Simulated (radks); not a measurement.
The silicon ion Si3+, 11 electrons, occupied as [Ne] 3s1 (the NIST ground configuration). All-electron calculation, scalar-relativistic Kohn-Sham, BLYP, spin-polarised, spherical densities, point nucleus; open shells are filled with parallel spins first. Program: a radial shooting solver on a logarithmic mesh with Libxc functionals.

Normalised radial functions P(r) = r R(r), r in bohr:

r,2s down,2p up,3s up
0.01162,0.2697,0.0111,0.0928
0.0131,0.2974,0.0140,0.1023
0.01477,0.3270,0.0175,0.1125
0.01652,0.3562,0.0216,0.1225
0.01863,0.3891,0.0270,0.1338
0.021,0.4231,0.0337,0.1455
0.02349,0.4556,0.0415,0.1566
0.02649,0.4905,0.0516,0.1686
0.02986,0.5247,0.0640,0.1802
0.03367,0.5571,0.0792,0.1913
0.03766,0.5846,0.0963,0.2006
0.04246,0.6096,0.1184,0.2090
0.04788,0.6280,0.1451,0.2150
0.05355,0.6374,0.1747,0.2179
0.06038,0.6368,0.2121,0.2172
0.06808,0.6226,0.2562,0.2117
0.07676,0.5920,0.3076,0.2003
0.08585,0.5463,0.3627,0.1836
0.0968,0.4766,0.4297,0.1585
0.1091,0.3835,0.5051,0.1250
0.1221,0.2747,0.5826,0.0861
0.1376,0.1344,0.6726,0.0362
0.1552,-0.0287,0.7682,-0.0215
0.175,-0.2113,0.8672,-0.0856
0.1957,-0.3945,0.9599,-0.1491
0.2207,-0.5975,1.0559,-0.2180
0.2488,-0.7981,1.1440,-0.2838
0.2783,-0.9736,1.2145,-0.3379
0.3138,-1.1378,1.2722,-0.3829
0.3538,-1.2663,1.3065,-0.4089
0.3989,-1.3494,1.3131,-0.4105
0.4461,-1.3802,1.2919,-0.3861
0.503,-1.3608,1.2393,-0.3297
0.5672,-1.2892,1.1571,-0.2416
0.6344,-1.1814,1.0572,-0.1325
0.7153,-1.0324,0.9306,0.0086
0.8064,-0.8621,0.7914,0.1669
0.9093,-0.6857,0.6479,0.3321
1.017,-0.5280,0.5176,0.4815
1.147,-0.3776,0.3892,0.6240
1.293,-0.2536,0.2781,0.7359
1.446,-0.1642,0.1932,0.8033
1.63,-0.0955,0.1229,0.8277
1.838,-0.0509,0.0727,0.7993
2.073,-0.0246,0.0395,0.7232
2.318,-0.0113,0.0206,0.6198
2.614,-0.0044,0.0092,0.4906
2.947,-0.0015,0.0037,0.3600
3.297,-0.0005,0.0014,0.2504
3.717,-0.0001,0.0004,0.1557
4.191,0.0000,0.0001,0.0876
4.725,0.0000,0.0000,0.0442
5.285,0.0000,0.0000,0.0209
5.959,0.0000,0.0000,0.0082

2s down: eigenvalue -175.48 eV, 1 radial node at r = 0.152 bohr, <r> = 0.566 bohr, 90 % of the charge inside 0.892 bohr. 2p up: eigenvalue -132.09 eV, 0 radial nodes, <r> = 0.534 bohr, 90 % of the charge inside 0.898 bohr. 3s up: eigenvalue -40.435 eV, 2 radial nodes at r = 0.149, 0.710 bohr, <r> = 1.83 bohr, 90 % of the charge inside 2.70 bohr.
